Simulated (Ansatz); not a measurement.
C$_{3}$H$_{8}$AlF, relaxed with RKS PBE-D4/def2-SVP in Ansatz 0.2.0 from a rough embedded geometry. The force threshold is 0.03 eV/Å; the program also tests the step.

Total charge 0; spin multiplicity 1. The bonds changed during the relaxation, so this is another structure than the one it started from.

Start:

```xyz
13

C    -0.573   -1.162    1.420
C    -0.225    0.102    0.683
F     0.761    0.702    1.402
C     0.312   -0.174   -0.782
Al    0.706    1.440   -1.774
H    -0.995   -0.913    2.422
H     0.241   -1.854    1.473
H    -1.450   -1.651    0.834
H    -1.110    0.830    0.647
H    -0.531   -0.727   -1.288
H     1.162   -0.832   -0.682
H     0.538    2.910   -1.078
H     1.165    1.329   -3.276
```

By how much does the energy fall, and how many steps does the optimiser take? (Estimate.)

Ansatz gave: 42.39 kcal/mol, in 28 steps, 1 of them rejected.

Which bonds change most? (Estimate.)

The calculation gave: F3–Al5 from 3.261 to 1.706 Å; C2–C4 from 1.584 to 1.359 Å; C1–H8 from 1.163 to 1.111 Å; C2–H9 from 1.147 to 1.106 Å.

Give the relaxed structure. (Best estimate.)

Computed: 
```xyz
13

C    -0.069   -1.101    1.260
C    -0.854   -0.361    0.229
F     0.618    1.956    0.960
C    -0.659   -0.405   -1.115
Al    0.932    1.456   -0.640
H     0.365   -0.373    1.977
H     0.743   -1.711    0.820
H    -0.744   -1.764    1.844
H    -1.659    0.292    0.615
H    -1.325    0.138   -1.803
H     0.101   -1.068   -1.562
H     0.305    2.385   -1.781
H     2.245    0.556   -0.806
```
